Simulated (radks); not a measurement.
The praseodymium ion Pr36+, configuration [Ar] 3d5.

Method: Dirac Kohn-Sham, PBE, spin-unpolarised, spherical densities, point nucleus; open shells are shared between the two j in proportion to 2j + 1; computed with a radial shooting solver on a logarithmic mesh with Libxc functionals.

Energy parts (eV):
total: -226321.23
kinetic: 245071.29
electron-nucleus: -509568.53
Hartree: 42417.79
exchange-correlation: -4241.79

Orbitals (lengths in bohr, moments of r in powers of bohr; r(90%) holds 90 % of the orbital's charge):
orbital,occ.,eigenvalue (eV),<r>,r(90%)
1s1/2,2,-43540.97,0.02409,0.0435
2s1/2,2,-8435.196,0.1020,0.158
2p1/2,2,-8079.666,0.08555,0.141
2p3/2,4,-7592.402,0.09174,0.149
3s1/2,2,-2960.218,0.2585,0.377
3p1/2,2,-2817.525,0.2466,0.368
3p3/2,4,-2707.632,0.2570,0.382
3d3/2,2,-2477.450,0.2252,0.347
3d5/2,3,-2452.360,0.2285,0.351
4s1/2,0,-1475.500,0.5055,0.713
4p1/2,0,-1415.512,0.5009,0.713
4p3/2,0,-1377.386,0.5151,0.732

The highest occupied level is 3d5/2 at -2452.4 eV. Summed over all electrons, <r^2> = 0.9835 bohr^2, which gives a Langevin (diamagnetic) susceptibility term of -0.779 x 10^-6 cm^3/mol. The density falls to 0.001 e/bohr^3 at r = 0.79 bohr. For comparison, the ionisation energy in NIST's Atomic Spectra Database is 2501 eV (theoretical). In exact Kohn-Sham theory the highest level is minus the ionisation energy, but local and semilocal functionals leave it too shallow, through self-interaction and a potential that decays too fast; potentials with the right tail come closer.

Beside tabulated values, note that spin-unpolarised runs miss the spin-polarisation part of the exchange energy of open shells.
